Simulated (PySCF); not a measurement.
Molecule: SMILES C1=CN=C(C[SiH3])N=C1, C5H8N2Si.

Geometry (Å), atoms numbered from 1 in this order:
```xyz
16

Si    2.4342   -0.6240    0.6586
C     1.5111    0.5237   -0.5643
C     0.0581    0.3524   -0.3770
N    -0.5439    1.1290    0.5217
C    -1.8386    0.9518    0.7077
C    -2.5660   -0.0011    0.0091
C    -1.8432   -0.7651   -0.8959
N    -0.5484   -0.5959   -1.0883
H     2.0661   -2.0127    0.3872
H     3.8688   -0.4236    0.4432
H     2.0677   -0.2624    2.0272
H     1.7806    0.2598   -1.5846
H     1.7833    1.5581   -0.3669
H    -2.3032    1.5998    1.4416
H    -3.6235   -0.1404    0.1607
H    -2.3109   -1.5404   -1.4913
```

Frames of a GFN2-xTB Langevin trajectory at 200 K; GIAO PBE0/pcSseg-1 shieldings in PySCF 2.14, gas phase, non-relativistic; equivalent atoms averaged within each frame.

δ = σ(ref) − σ, references computed at the same level: $^{29}$Si (σref 349.16) and $^{13}$C (σref 186.93) and $^{1}$H (σref 31.72) against TMS; NH3 for $^{15}$N (σref 267.73). The references are static minima.

How do the shifts (ppm) fluctuate along the trajectory?

## Answers


```
         time (fs)    Si1     C3  C5/C7     C6    C2  N4/N8  H14/H16   H15  H9/H10/H11  H12/H13
               250  -66.5  177.6  166.0  119.8  30.2  328.0     8.81  7.18        4.48     3.28
               425  -65.2  183.7  162.2  122.7  25.1  333.1     9.11  7.17        3.78     2.67
               625  -67.4  181.4  160.9  116.0  26.3  326.4     8.81  6.42        4.20     2.07
               800  -61.9  179.0  166.6  130.1  29.9  344.0     9.14  7.45        4.07     3.77
              1000  -73.5  183.5  167.4  122.8  25.7  353.1     9.60  7.28        4.75     3.58
    mean of frames  -66.9  181.0  164.6  122.3  27.4  336.9     9.09  7.10        4.25     3.07
standard deviation    4.3    2.7    2.9    5.2   2.4   11.4     0.32  0.39        0.37     0.70
```

5 frames give an uncertainty of the mean of about the standard deviation over 2.2 at best, since frames this close in time may not be independent; classical motion lacks zero-point vibration, and the reference would need the same averaging.
